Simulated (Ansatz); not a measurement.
`S=[As]` radical. Charge 0, multiplicity 2. Correlated methods include outer-core shells of As, which these sets cover unevenly. Scalar relativity is left out up to krypton.

```xyz
2

S     0.443   -0.145   -0.891
As   -0.443    0.145    0.891
```

Question: Give the diagnostics of a CCSD(T)/def2-TZVPP run (frozen core, Ansatz). (Best estimate.)

Answer: Ansatz gave: T1 = 0.0552, largest single amplitude 0.251, largest double 0.136, (T) share of the correlation energy 5.1 %, 12 CCSD cycles. ⟨S²⟩ of the UHF reference is 1.187 against 0.75 for a pure state. T1 lies over the customary mark of 0.045 for open shells.
